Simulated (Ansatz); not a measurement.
The cluster B8H14, relaxed as a singlet with RKS r2SCAN-D4/def2-SVP in Ansatz, starting from the GFN1-xTB geometry. Force threshold 0.02 eV/Å.

Another isomer (singlet) lies 2.89 eV lower at PBE0-D4/def2-TZVP; other spin states weren't run for this one.

Start:

```xyz
22

B     1.0837    0.4818   -1.3106
B     1.5179    0.4967    0.2964
B    -0.1245    0.2432    1.3582
B    -0.6719    0.7535   -1.1876
B    -0.0114    0.1885   -2.7539
B    -1.3969   -0.0717    0.0711
B     1.2929   -0.9145    1.3634
B    -1.6393   -0.6585    1.7443
H    -1.2620    0.4415   -2.3677
H     1.8035   -0.9115    2.4363
H     2.0463    0.3953   -2.0193
H    -1.6731   -1.8432    1.7666
H     0.2113    0.9523   -3.6291
H    -2.4718   -0.5115   -0.2376
H     2.0718    1.4503    0.7457
H    -0.2129    1.4087    1.6048
H    -0.7933    1.9430   -1.0908
H    -0.5587   -0.3036    2.4913
H     0.0777   -0.9728   -2.9809
H     0.9488   -1.9626    0.9231
H    -2.5369   -0.0662    2.2453
H     2.2989   -0.5386    0.5310
```

**Question.** Estimate the energy that the relaxation releases and the steps that it takes.

**Answer.** 0.35 eV, in 13 steps; 48 s on 4 threads of Arm Neoverse V1 on a shared host. No frequencies were taken in this run, so the end may be a saddle point.

**Question.** Does the start keep its bonding and symmetry?

**Answer.** By distances, no bond broke or formed. The bond that changes most is B2–B3, from 1.97 to 1.83 Å (atoms count from 1). A close non-bonded pair moves further: B2–H16, from 2.35 to 1.85 Å.

**Question.** Predict the relaxed structure.

**Answer.** 
```xyz
22

B     1.045    0.593   -1.177
B     1.437    0.668    0.482
B    -0.138    0.234    1.296
B    -0.704    0.665   -1.165
B     0.110    0.174   -2.631
B    -1.343   -0.254    0.126
B     1.151   -0.994    0.990
B    -1.582   -0.512    1.881
H    -1.199    0.278   -2.329
H     1.463   -1.491    2.048
H     2.000    0.431   -1.901
H    -1.609   -1.668    2.217
H     0.297    0.971   -3.520
H    -2.311   -0.954   -0.040
H     2.130    1.511    0.996
H    -0.066    1.448    1.225
H    -1.020    1.836   -1.051
H    -0.511    0.034    2.541
H     0.321   -0.997   -2.854
H     0.790   -1.753    0.107
H    -2.521    0.211    2.139
H     2.262   -0.428    0.620
```
Bond lengths: 11 × B–B 1.71 to 1.83 Å; 17 × B–H 1.20 to 1.38 Å.
